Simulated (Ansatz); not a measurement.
Consider the redistribution: `O[SiH](F)S` + `[Cl][Ga]([Cl])[I]` → `F[SiH](S)I` + `[OH][Ga]([Cl])[Cl]`.

Isolated molecules relaxed with PBE0-D4/def2-TZVP in Ansatz; ΔE leaves out vibrations. CBS: MP2 limit from def2 TZ/QZ plus the TZ coupled-cluster correction, frozen cores. Functionals use def2-TZVPP. HSE06 is defined as in plane-wave codes. Elements past krypton have def2 core potentials. For Ga, I outer-core shells are correlated without core-valence functions, which leaves a few kJ/mol of doubt a bond. Scalar relativity is left out up to krypton. One conformer a species, not always the lowest.

`O[SiH](F)S`:

Z-matrix (Å, degrees):
```
Si
F 1 1.594
S 1 2.124 2 107.3
O 1 1.624 2 112.2 3 -119.5
H 1 1.470 2 107.1 3 123.8
H 3 1.344 1 93.3 2 34.3
H 4 0.959 1 118.6 2 71.2
```

`[Cl][Ga]([Cl])[I]`:

Cartesian coordinates in Å:
```
Cl 0.789 1.182 -1.620
Ga -0.039 0.030 -0.046
Cl -2.149 -0.157 0.050
I 1.399 -1.054 1.615
```

`F[SiH](S)I`:

```xyz
6

F     1.116   -0.927   -1.055
Si    0.410    0.227   -0.217
S    -1.689    0.164   -0.419
I     1.127   -0.064    2.081
H     0.863    1.528   -0.742
H    -1.827   -0.929    0.352
```

`[OH][Ga]([Cl])[Cl]`:

Cartesian coordinates in Å:
```
O -0.363 0.946 0.987
Ga 0.275 -0.125 -0.262
Cl 2.193 0.263 -1.051
Cl -0.865 -1.775 -0.959
H -1.240 0.692 1.285
```

Problem. Is it downhill or uphill in electronic energy at CCSD(T)/CBS, and by how much? (An estimate is asked.)

Solution. The calculation gave: Uphill: ΔE = +99.4 kJ/mol.

Problem. What do these levels give: PBE-D4, HSE06-D4, BHLYP-D4, PBE, revPBE, r2SCAN0? (An estimate is asked.)

Solution. Ansatz gave: PBE-D4 91.4, HSE06-D4 99.2, BHLYP-D4 112.1, PBE 91.8, revPBE 90.1, r2SCAN0 105.1 kJ/mol.

Problem. What do rigid-rotor, harmonic-oscillator terms from PBE0-D4/def2-TZVP frequencies (298.15 K, 1 bar) make of the CCSD(T)/CBS value? (Estimate.)

Solution. The calculation gave: ΔZPE = -1.2 kJ/mol, ΔH = +98.0 kJ/mol, ΔS = 5 J/(mol·K), ΔG = +96.5 kJ/mol.

Largest T1 diagnostic among the species: 0.012.

At CCSD(T), def2-SVP lies −3.8 kJ/mol from the extrapolated value and def2-TZVPP +1.9 kJ/mol. In def2-TZVPP, CCSD(T) changes the Hartree–Fock value by −18.5 kJ/mol (the triples alone add −2.9 kJ/mol) and MP2 by −20.5 kJ/mol. Leaving LDA and LC-ωPBE aside and taking each functional with its dispersion term where it has one, the values, not all of them listed here, spread over 22.3 kJ/mol, from revPBE-D4 to BHLYP-D4. LDA lies +4.0 kJ/mol from PBE without D4.
